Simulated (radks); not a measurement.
Results of a calculation; reference values are marked as such.
Problem. These are the eigenvalues of the occupied orbitals of an atom or ion with whole-number occupations (eV). Level of theory: Dirac Kohn-Sham, PBE, spin-unpolarised, spherical densities, finite nucleus; Fermi nuclear charge, rms radius of each element as measured or else 0.836 A^(1/3) + 0.57 fm (a radial shooting solver on a logarithmic mesh with Libxc functionals).

| orbital | eigenvalue |
|---|---|
| 1s1/2 | -18805.79 |
| 2s1/2 | -2635.394 |
| 2p1/2 | -2419.055 |
| 2p3/2 | -2323.273 |
| 3s1/2 | -445.0371 |
| 3p1/2 | -363.5740 |
| 3p3/2 | -348.0614 |
| 3d3/2 | -204.2304 |
| 3d5/2 | -201.3428 |
| 4s1/2 | -64.7778 |
| 4p1/2 | -42.3833 |
| 4p3/2 | -40.2945 |
| 4d3/2 | -9.4092 |
| 4d5/2 | -9.2422 |

Which element is it, and in what charge state? The configuration may be excited. Open shells, if any, are shared by 2j + 1.

Solution. Z = 41, niobium, charge +1: Nb+ in [Kr] 4d4. The list shows which subshells hold electrons but not how many an open one holds; the 1s level, -691.1 hartree, gives Z - s = 37.2 by -(Z - s)^2/2, which with screening and relativity narrows Z to a few neighbours, and the depths of the outer levels then fix element, charge and occupations together.
